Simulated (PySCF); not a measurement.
Job for PySCF: R-M06-2X/def2-TZVPP on CH3F2Ga (SMILES [CH3][Ga]([F])[F]), a point of a torsion scan.

```python
from pyscf import gto, dft

mol = gto.M(
    atom='''
    C    -1.00244472   -0.09429102   -0.00154201
    Ga    1.01472854    0.03622589   -0.11169346
    F     2.04734795    0.61559470    1.17963430
    F     1.98472451   -0.40936908   -1.50077042
    H    -1.30783613    0.25366648    0.98202225
    H    -1.29397084   -1.13096870   -0.15408869
    H    -1.43552797    0.52502866   -0.78379266
    ''',
    basis='def2-tzvpp',
    charge=0, spin=0, verbose=4, max_memory=1800)
mf = dft.RKS(mol, xc='m062x').density_fit(auxbasis='def2-universal-jkfit')
mf.grids.level = 4
mf.conv_tol = 1e-9
mf.max_cycle = 150
mf.kernel()
mf.dip_moment()
```

It printed:

```
PySCF version 2.14.0

[INPUT] verbose = 4
[INPUT] num. atoms = 7
[INPUT] num. electrons = 58
[INPUT] charge = 0
[INPUT] spin (= nelec alpha-beta = 2S) = 0
[INPUT] symmetry False subgroup None
[INPUT] Mole.unit = angstrom
[INPUT] Symbol           X                Y                Z      unit          X                Y                Z       unit  Magmom
[INPUT]  1 C     -1.002444720000  -0.094291020000  -0.001542010000 AA   -1.894345975816  -0.178184203806  -0.002913976581 Bohr   0.0
[INPUT]  2 Ga     1.014728540000   0.036225890000  -0.111693460000 AA    1.917559031380   0.068457010719  -0.211070049305 Bohr   0.0
[INPUT]  3 F      2.047347950000   0.615594700000   1.179634300000 AA    3.868926907190   1.163305386734   2.229185754143 Bohr   0.0
[INPUT]  4 F      1.984724510000  -0.409369080000  -1.500770420000 AA    3.750585756612  -0.773595445065  -2.836045069648 Bohr   0.0
[INPUT]  5 H     -1.307836130000   0.253666480000   0.982022250000 AA   -2.471452101511   0.479360174182   1.855753100729 Bohr   0.0
[INPUT]  6 H     -1.293970840000  -1.130968700000  -0.154088690000 AA   -2.445250500773  -2.137221098455  -0.291185422993 Bohr   0.0
[INPUT]  7 H     -1.435527970000   0.525028660000  -0.783792660000 AA   -2.712754707453   0.992160374947  -1.481153465844 Bohr   0.0

nuclear repulsion = 285.410270176662
number of shells = 67
number of NR pGTOs = 286
number of NR cGTOs = 183
basis = def2-tzvpp
ecp = {}


******** <class 'pyscf.df.df_jk.DFRKS'> ********
method = DFRKS
initial guess = minao
damping factor = 0
level_shift factor = 0
DIIS = <class 'pyscf.scf.diis.CDIIS'>
diis_start_cycle = 1
diis_space = 8
diis_damp = 0
SCF conv_tol = 1e-09
SCF conv_tol_grad = None
SCF max_cycles = 150
direct_scf = False
XC library pyscf.dft.libxc version 7.1.2
    S. Lehtola, C. Steigemann, M. J. T. Oliveira, and M. A. L. Marques,  SoftwareX 7, 1–5 (2018)
XC functionals = m062x
    Y. Zhao and D. G. Truhlar,  Theor. Chem. Acc. 120, 215 (2008)
    Y. Zhao and D. G. Truhlar,  Theor. Chem. Acc. 120, 215 (2008)
radial grids:
    Treutler-Ahlrichs [JCP 102, 346 (1995); DOI:10.1063/1.469408] (M4) radial grids

becke partition: Becke, JCP 88, 2547 (1988); DOI:10.1063/1.454033
pruning grids: <function nwchem_prune>
grids dens level: 4
symmetrized grids: False
atomic radii adjust function: <function treutler_atomic_radii_adjust>
small_rho_cutoff = 0
Set gradient conv threshold to 3.16228e-05
Initial guess from minao.
tot grids = 163784
******** <class 'pyscf.df.df.DF'> ********
auxbasis = def2-universal-jkfit
init E= -2163.91996460477
  HOMO = -0.363468667380303  LUMO = -0.0684051171620344  gap/eV = 8.02909
cycle= 1 E= -2164.42927423293  delta_E= -0.509  |g|= 0.916  |ddm|= 2.06
  HOMO = -0.32621488729015  LUMO = -0.0304779565139046  gap/eV = 8.04741
cycle= 2 E= -2164.32368909845  delta_E= 0.106  |g|= 1.34  |ddm|=  1.1
  HOMO = -0.392677148622717  LUMO = -0.017074626826823  gap/eV = 10.22067
cycle= 3 E= -2164.56576734722  delta_E= -0.242  |g|= 0.0572  |ddm|= 0.583
  HOMO = -0.396855009669068  LUMO = -0.0141444189081788  gap/eV = 10.41409
cycle= 4 E= -2164.56614736698  delta_E= -0.00038  |g|= 0.0415  |ddm|= 0.0623
  HOMO = -0.393467073640686  LUMO = -0.014271302156799  gap/eV = 10.31844
cycle= 5 E= -2164.56642704206  delta_E= -0.00028  |g|= 0.00373  |ddm|= 0.0242
  HOMO = -0.393632383445841  LUMO = -0.0145465717530491  gap/eV = 10.31545
cycle= 6 E= -2164.56642988623  delta_E= -2.84e-06  |g|= 0.00117  |ddm|= 0.00396
  HOMO = -0.393751009836173  LUMO = -0.0144820702858328  gap/eV = 10.32043
cycle= 7 E= -2164.56643011863  delta_E= -2.32e-07  |g|= 0.000567  |ddm|= 0.00125
  HOMO = -0.393661335097448  LUMO = -0.014468004788327  gap/eV = 10.31838
cycle= 8 E= -2164.56643019399  delta_E= -7.54e-08  |g|= 9.27e-05  |ddm|= 0.000406
  HOMO = -0.39367371252937  LUMO = -0.0144807849050105  gap/eV = 10.31837
cycle= 9 E= -2164.56643019711  delta_E= -3.12e-09  |g|= 1.76e-05  |ddm|= 0.000127
  HOMO = -0.393670609526247  LUMO = -0.0144781928189691  gap/eV = 10.31835
cycle= 10 E= -2164.56643019724  delta_E= -1.28e-10  |g|= 7.34e-06  |ddm|= 2.69e-05
  HOMO = -0.393670851258058  LUMO = -0.0144786947837026  gap/eV = 10.31834
Extra cycle  E= -2164.56643019724  delta_E= -9.09e-13  |g|= 8.91e-06  |ddm|= 7.36e-06
converged SCF energy = -2164.56643019724
Dipole moment(X, Y, Z, Debye): -3.53072, -0.23892,  0.16369
```

Self-consistency was reached.

Cost: roughly 23 core-seconds.
